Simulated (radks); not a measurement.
Question: Species: a nucleus of charge 21.6 with 21 electrons. Configuration: [Ar] 3d1 4s2. Calculated with a radial shooting solver on a logarithmic mesh with Libxc functionals: scalar-relativistic Kohn-Sham, PBE, spin-polarised, spherical densities, point nucleus; open shells are filled with parallel spins first. Some entries of the table are withheld. Estimate them.

orbital,occ.,eigenvalue (eV),<r> (bohr),r(max) (bohr)
1s down,1,-4684.574,0.07093,0.04643
1s up,1,-4684.569,0.07093,0.04643
2s up,1,-519.3480,0.3322,0.2746
2s down,1,-519.0633,0.3320,0.2745
2p up,3,-429.2640,0.2969,0.2246
2p down,3,-429.0432,0.2967,0.2245
3s up,1,-67.2005,1.027,0.8893
3s down,1,-66.2487,1.027,0.8892
3p up,3,-44.2291,1.105,0.9233
3p down,3,-43.2887,1.106,0.9231
3d up,1,-10.5883,(1),(2)
3d down,0,-9.7553,(3),(4)
4s up,1,-8.6447,3.221,2.780
4s down,1,-8.3807,3.272,2.824

Answer: 
(1) 3d up <r> (bohr): 1.487
(2) 3d up r(max) (bohr): 0.9929
(3) 3d down <r> (bohr): 1.519
(4) 3d down r(max) (bohr): 0.9950
